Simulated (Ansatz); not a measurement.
Geometry optimisation, RKS PBE-D4/def2-SVP (Ansatz).

Input file:

```yaml
crystal:
  periodic: [false, false, false]
  atoms:
    - { symbol: Ge, position_ang: [0.0, 0.0, 0.0] }
    - { symbol: H, position_ang: [0.0, 0.0, 1.9] }
    - { symbol: H, position_ang: [1.4616, 0.0, -0.5162] }
    - { symbol: H, position_ang: [-0.73, 1.2648, -0.5162] }
    - { symbol: Cl, position_ang: [-1.0456, -1.8115, -0.7393] }
    - { symbol: O, position_ang: [0.7702, -1.8071, 0.6527] }
    - { symbol: H, position_ang: [0.1354, -2.5529, 0.4061] }
    - { symbol: H, position_ang: [0.3897, -0.9142, 1.8011] }
basis:
  gaussian: { orbitals: def2-SVP }
hamiltonian:
  xc: pbe
  dispersion: d4
relax:
  f_tol: 0.15
  max_steps: 25
  restrain:
    - { distance: [0, 5], at: 2.97, k: 30.0 }
    - { distance: [7, 1], at: 1.86, k: 30.0 }
    - { distance: [0, 1], at: 1.55, k: 30.0 }
    - { distance: [7, 5], at: 1.01, k: 30.0 }
output:
  orbitals: {}
```

Command:

```bash
$ ansatz run input.yaml --threads 2 --pin off --max-ram 3072MiB --backend cpu --events-out ev --progress --plain --runs-dir out
```

Q: Where does it end, and by what steps?

A: The forces met the threshold. The restraints hold the end off the free minimum; the threshold counts their pulls, which the force column leaves out. Restrained pairs: Ge1–O6 (2.07 → 2.97 Å), H2–H8 (1.00 → 1.87 Å), Ge1–H2 (1.90 → 1.55 Å), O6–H8 (1.50 → 0.99 Å). After 8 steps the energy has fallen by 4.003 eV (the restraints' own energy left out); O6 moved furthest, 0.74 Å.

```tsv
step	energy less start (eV)	largest force component (eV/Å)	accepted
0	0.0000	4.311	yes
1	-1.0527	3.941	yes
2	-2.2118	3.693	yes
3	-3.1824	3.015	yes
4	-3.7728	1.584	yes
5	-3.9149	0.704	yes
6	-3.9931	0.703	yes
7	-4.0001	0.410	yes
8	-4.0030	0.529	yes
```

```xyz
8
Properties=species:S:1:pos:R:3
Ge -0.076 0.235 -0.082
H -0.121 0.120 1.463
H 1.346 0.172 -0.667
H -0.842 1.501 -0.547
Cl -1.253 -1.448 -0.869
O 1.057 -2.180 1.225
H 0.381 -2.609 0.664
H 0.487 -1.613 1.802
```

Run time: 7.3 s on 2 threads of Intel(R) Xeon(R) 6975P-C (Granite Rapids), on a shared host, peak memory 0.15 GiB.
